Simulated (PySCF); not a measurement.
GeOF, SMILES [O]=[Ge][F], multiplicity 2. Atoms are numbered in the order given.

```xyz
3

Ge     0.3189     0.0576     0.0000
O     -0.6731     1.4303     0.0000
F     -0.5355    -1.4763     0.0000
```
Charge 0, spin multiplicity 2.

Geometry: B3LYP-D3(BJ)/def2-TZVP.

Calculation: PBE/def2-TZVPD (PySCF).

Mulliken values depend strongly on the basis, most of all with diffuse functions as here. Atomic charges (e):

| atom | meta-Löwdin | Mulliken | Mulliken spin |
|---|---|---|---|
| Ge1 | 0.97 | 0.60 | 0.41 |
| O2 | -0.53 | -0.33 | 0.51 |
| F3 | -0.44 | -0.27 | 0.08 |
